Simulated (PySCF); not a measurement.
Molecule: SMILES C=C(C)C1=CC=C[SiH2]1, C₇H₁₀Si.

Cartesian coordinates in Å; atom numbers follow the order of the lines, from 1:
```xyz
18

C    -1.9288    0.2087    1.0290
C    -1.3368   -0.0504   -0.1388
C    -2.1502   -0.4169   -1.3485
C     0.1030    0.0129   -0.2716
C     0.7895   -0.2339   -1.4104
C     2.2311   -0.1165   -1.3411
C     2.7496    0.2293   -0.1542
Si    1.3550    0.4483    1.0904
H    -1.3573    0.4719    1.9028
H    -2.9984    0.1666    1.1484
H    -3.2104   -0.4264   -1.1090
H    -1.8665   -1.4041   -1.7112
H    -1.9810    0.3006   -2.1502
H     0.3311   -0.5082   -2.3501
H     2.8224   -0.3065   -2.2273
H     3.8091    0.3434    0.0010
H     1.3999   -0.5321    2.1769
H     1.2300    1.8195    1.5876
```

Frames of a GFN2-xTB Langevin trajectory at 200 K; GIAO PBE0/pcSseg-1 shieldings in PySCF 2.14, gas phase, non-relativistic; equivalent atoms averaged within each frame.

Shifts are taken against calculated references (same method and geometry level): 13C (186.93 ppm), 29Si (349.16 ppm), 1H (31.72 ppm) vs TMS. The references are static minima.

Problem. How do the shifts (ppm) fluctuate along the trajectory?

Solution. 
```
         time (fs)     C6     C4     C2     C5     C1     C7    C3    Si8   H15   H14
optimised geometry  157.3  154.7  151.2  147.7  124.9  132.1  22.6  -49.3  7.27  6.85
               250  158.9  157.0  148.5  147.5  125.3  123.1  24.7  -46.8  7.70  6.66
               425  162.2  149.5  152.2  143.2  124.8  132.0  23.8  -47.7  7.53  6.82
               625  153.7  160.3  147.6  141.9  121.4  132.6  22.7  -49.9  7.17  6.38
               800  155.2  159.2  151.2  144.6  125.9  138.3  22.9  -43.1  7.03  6.19
              1000  166.0  161.0  153.5  156.5  119.2  143.5  35.8  -53.5  7.94  7.56
    mean of frames  159.2  157.4  150.6  146.7  123.3  133.9  26.0  -48.2  7.48  6.72
standard deviation    5.0    4.7    2.5    5.8    2.9    7.7   5.6    3.8  0.37  0.53
```

5 frames give an uncertainty of the mean of about the standard deviation over 2.2 at best, since frames this close in time may not be independent; classical motion lacks zero-point vibration, and the reference would need the same averaging.
